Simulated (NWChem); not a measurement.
Species: SiNH3O, singlet; SMILES N[Si]O

```xyz
6

Si    -0.6530     0.0520     0.0000
O      0.4150     1.3419     0.0000
H      1.3679     1.1961     0.0000
N      0.4225    -1.3015     0.0000
H      1.4399    -1.3000     0.0000
H      0.0568    -2.2487     0.0000
```
Atoms are numbered in this order, from 1.

Low-valent species are run as closed-shell singlets; no triplet was tried in these runs. All runs use the structure optimised with PBE0/def2-SVP.

Symmetry labels are those of Cs in the frame above (b1 and b2, or b-type labels, depend on it). States above −ε(HOMO) = 5.8 eV lie in this functional's continuum and hang on the basis.

**Question.** List the 4 lowest vertical singlet excitations from PBE/def2-SVPD, TDA (NWChem).

**Answer.** 
```
state  energy (eV)  oscillator strength  symmetry  leading excitation (squared amplitude)
-----  -----------  -------------------  --------  --------------------------------------
S1            5.58                0.159        a"                      HOMO → LUMO (0.94)
S2            5.58                0.080        a'                    HOMO → LUMO+1 (0.90)
S3            5.97                0.053        a'                    HOMO−1 → LUMO (0.45)
S4            6.37                0.006        a"                  HOMO−1 → LUMO+1 (0.98)
```
